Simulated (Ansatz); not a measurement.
Consider the redistribution: `F[SiH](F)Br` + `[NH2][Ge]([F])([F])[F]` → `N[SiH](F)F` + `[F][Ge]([F])([F])[Br]`.

Gas-phase electronic energies from Ansatz, PBE0-D4/def2-TZVP geometries. CBS: MP2 limit from def2 TZ/QZ plus the TZ coupled-cluster correction, frozen cores. This one scheme is used for every species. Functionals use def2-TZVPP. B3LYP here is the variant with VWN-RPA as its local correlation; programs differ in this. HSE06 is defined as in plane-wave codes. For Br, Ge outer-core shells are correlated without core-valence functions, which leaves a few kJ/mol of doubt a bond. Scalar relativity is left out up to krypton. One conformer a species, not always the lowest.

```
             level  ΔE (kJ/mol)  difference from CCSD(T)/CBS
       LDA (SPW92)        -23.8                         -5.1
         revPBE-D4        -23.1                         -4.4
           BLYP-D4        -27.6                         -8.9
         r2SCAN-D4        -24.5                         -5.8
           PBE0-D4        -23.2                         -4.5
          B3LYP-D4        -27.1                         -8.4
        r2SCANh-D4        -24.3                         -5.6
        r2SCAN0-D4        -24.0                         -5.3
          HSE06-D4        -23.2                         -4.5
          BHLYP-D4        -27.1                         -8.4
      CAM-B3LYP-D4        -26.3                         -7.6
           ωB97X-V        -22.7                         -4.0
           ωB97M-V        -23.8                         -5.1
            B2PLYP        -24.7                         -6.0
          PBE-QIDH        -21.6                         -2.9
               PBE        -23.6                         -4.9
            revPBE        -22.9                         -4.2
              BLYP        -27.8                         -9.1
             B3LYP        -27.2                         -8.5
           r2SCANh        -24.3                         -5.6
           r2SCAN0        -24.0                         -5.3
             HSE06        -23.2                         -4.5
             BHLYP        -27.1                         -8.4
         CAM-B3LYP        -26.3                         -7.6
RPA@PBE/def2-TZVPP        -20.9                         -2.2
       HF/def2-SVP        -22.3                         -3.6
      MP2/def2-SVP        -18.4                          0.3
     CCSD/def2-SVP        -19.4                         -0.7
  CCSD(T)/def2-SVP        -19.3                         -0.6
     HF/def2-TZVPP        -25.5                         -6.8
    MP2/def2-TZVPP        -20.2                         -1.5
SCS-MP2/def2-TZVPP        -21.2                         -2.5
   CCSD/def2-TZVPP        -21.6                         -2.9
CCSD(T)/def2-TZVPP        -21.2                         -2.5
     HF/def2-QZVPP        -26.0                         -7.3
    MP2/def2-QZVPP        -18.9                         -0.2
SCS-MP2/def2-QZVPP        -20.0                         -1.3
      HF/CBS(def2)        -26.1                         -7.4
     MP2/CBS(def2)        -17.7                          1.0
    CCSD/CBS(def2)        -19.0                         -0.3
       CCSD(T)/CBS        -18.7                            0
```

Largest T1 diagnostic among the species: 0.012.

Leaving LDA and LC-ωPBE aside and taking each functional with its dispersion term where it has one, the values spread over 6.0 kJ/mol, from BLYP-D4 to PBE-QIDH. In def2-TZVPP, CCSD(T) changes the Hartree–Fock value by +4.2 kJ/mol (the triples alone add +0.4 kJ/mol) and MP2 by +5.3 kJ/mol.
